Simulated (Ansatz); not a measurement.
Mulliken charges of C₂H₆SSi (`C[Si]SC`) from ωB97M-V/def2-TZVPP in Ansatz (PBE0-D4/def2-TZVP geometry).

| atom | x (Å) | y (Å) | z (Å) | charge (e) |
| --- | --- | --- | --- | --- |
| C1 | 0.602 | 2.194 | 0.069 | -0.419 |
| Si2 | -0.735 | 0.844 | 0.184 | 0.141 |
| S3 | 0.547 | -0.797 | -0.145 | -0.124 |
| C4 | -0.569 | -2.223 | -0.076 | -0.326 |
| H5 | 0.319 | 2.884 | -0.734 | 0.109 |
| H6 | 0.576 | 2.783 | 0.993 | 0.109 |
| H7 | 1.624 | 1.854 | -0.103 | 0.113 |
| H8 | -1.591 | -1.895 | 0.115 | 0.126 |
| H9 | -0.527 | -2.754 | -1.026 | 0.135 |
| H10 | -0.245 | -2.890 | 0.723 | 0.135 |

Task: By hand: the dipole of these point charges (1 e Å = 4.8032 D).

Result: Σ q r = (-0.262, -0.150, 0.030) e Å, of length 0.303 e Å = 1.46 D.

Task: How does the dipole of the full density compare? (Best estimate.)

Result: The calculation gave: (-0.061, -0.078, 0.003) e Å, 0.48 D; the point charges give 3.04 times that, at 22° from its direction.

Point charges leave out the atoms' own dipoles, such as those of lone pairs, and Mulliken's split depends on the basis, so the two needn't agree.
